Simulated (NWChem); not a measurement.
Molecule: AlN$_{3}$H$_{6}$; SMILES [NH2][Al]([NH2])[NH2]

```xyz
10

Al     0.0000     0.0000     0.0001
N      1.6782     0.5865     0.0000
H      1.9678     1.5258    -0.2439
H      2.4900     0.0324     0.2440
N     -0.3312    -1.7467     0.0000
H     -1.2170    -2.1724     0.2439
H      0.3373    -2.4672    -0.2439
N     -1.3470     1.1601     0.0000
H     -2.3052     0.9414    -0.2439
H     -1.2729     2.1402     0.2439
```
Atoms are numbered in this order, from 1.

Geometry: optimised at PBE0/def2-SVP.

Question: List the 4 lowest vertical singlet excitations from B3LYP/6-31+G* (spherical d), TDA (NWChem).

Answer: 
```
state  energy (eV)  oscillator strength  leading excitation (squared amplitude)
-----  -----------  -------------------  --------------------------------------
S1            5.00                0.009                      HOMO → LUMO (0.97)
S2            5.00                0.009                    HOMO−1 → LUMO (0.97)
S3            5.89                0.279                    HOMO−2 → LUMO (0.74)
S4            6.08                0.001                  HOMO−1 → LUMO+1 (0.48)
```
